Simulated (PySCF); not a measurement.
SMILES c1cc(c(C(F)(F)F)cc1)C(C)C, singlet, GFN2-xTB optimised geometry. Atoms within 1.6 Å of the plane z = 1.2 Å (x, y, z in Å): C1 (-2.08, -1.94, 1.33), C2 (-1.31, -1.82, 0.00), C4 (-0.49, -0.56, 0.00), C5 (-1.13, 0.68, 0.01), C6 (-0.42, 1.86, 0.01), C7 (0.97, 1.84, 0.00), C8 (1.63, 0.63, 0.00), C9 (0.91, -0.56, 0.00), C10 (1.68, -1.85, 0.00), F12 (1.40, -2.63, 1.07), F13 (3.01, -1.67, 0.03), H14 (-1.38, -1.96, 2.16), H15 (-2.65, -2.87, 1.34), H16 (-2.76, -1.11, 1.46), H17 (-0.67, -2.70, -0.08), H21 (-2.21, 0.71, 0.02), H22 (-0.95, 2.80, 0.02), H23 (1.53, 2.76, 0.00), H24 (2.71, 0.61, 0.00).

Calculation: PySCF with B3LYP/def2-SVP. Cells within 0.4 Å of a nucleus heavier than hydrogen are left out (blank, or x).

Map of the electron localisation function on the plane z = 1.2 Å:

```
|000000000000000000000000000|
|000000000000000000000000000|
|000000000000000000000000000|
|000000000000000000000000000|
|000000000010000000000000000|
|000000000132000012100000000|
|000000000122100122100000000|
|000000000012322232100000000|
|000000000014544542000000000|
|000000000024544553100000000|
|000000011244311344210000000|
|000000012355200145322100000|
|000000001255200145322100000|
|000000000024311343200000000|
|000049981003544652000000000|
|000189997101334420000100000|
|000179997420000000003310000|
|00001587x351000122003420000|
|00000265x251003788401310000|
|0000289984300068xx710000000|
|0000799994000058x8830000000|
|000079999200002677620000000|
|000039997000000233200000000|
|000002551000000000000000000|
|000000000000000000000000000|
|000000000000000000000000000|
|000000000000000000000000000|
```
Scale: ten equal steps from 0.000 (start of '0') to 0.999 (end of '9'), in the order '0123456789'; x runs from -5.50 to 5.50, y from -5.50 (bottom) to 5.50 (top).
